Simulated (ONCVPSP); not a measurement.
**PBE ONCV dataset for bromine, scalar-relativistic all-electron reference.**

* Element: Br (Z = 35)
* Generator: ONCVPSP 4.0.1
* Type: optimised norm-conserving Vanderbilt (ONCV)
* Functional: PBE
* Relativity: scalar-relativistic
* Frozen core: [Ar]
* Valence charge: 17
* Reference configuration: 3d10 4s2 4p4.75 (charge +0.25)
* Partial waves: 4s: rc 1.20 bohr, ncon 4, nbas 8, qcut 4.6 1/bohr, 2 projectors, debl 2.6 Ha; 4p: rc 1.40 bohr, ncon 3, nbas 6, qcut 6.6 1/bohr, 2 projectors, debl 0.6 Ha; 3d: rc 0.85 bohr, ncon 3, nbas 8, qcut 15.1 1/bohr, 2 projectors, debl 0.4 Ha
* Local potential: polynomial inside 0.60 bohr (lpopt 5, dvloc0 0 Ha)
* Core correction: Teter function, fcfact 2.25, rcfact 1.05

In the d channel the program set the typed energies aside and used -2.548, 0.250 Ha.

All-electron outer shells of the reference configuration (PBE, scalar-relativistic, ld1.x):

```
shell  level (eV)  outermost node (bohr)  outermost maximum (bohr)
   3s     -240.70                   0.23                      0.48
   3p     -176.12                   0.21                      0.48
   3d      -69.34                      –                      0.43
   4s      -22.57                   0.67                      1.41
   4p      -10.14                   0.70                      1.66
```

Question: Estimate the cutoffs (Ha) at which the residual kinetic energy of the hardest occupied pseudo-wave falls to 1 and 0.1 mHa per electron.

Answer: 110 Ha and 353 Ha.

Question: What does a ghost test show?

Answer: Ghosts flagged at negative energy: s at -189.6 eV, p at -13.1 eV; no localised positive-energy state flagged. A true bound ghost makes a file unfit for plane-wave use.

Question: Which valence shell sets the plane-wave cutoff?

Answer: 3d: 110 Ha for 1 mHa per electron, against 37 Ha for 4s.

Question: Tests: 3d10 4s2 4p5; 3d10 4s2 4p4; 3d10 4s2 4p3; 3d10 4s2 4p1. Which has the largest error in its energy relative to the reference configuration, and how large is it?

Answer: 3d10 4s2 4p1, with +10.0 meV (all-electron minus pseudo) on +113.08 eV.
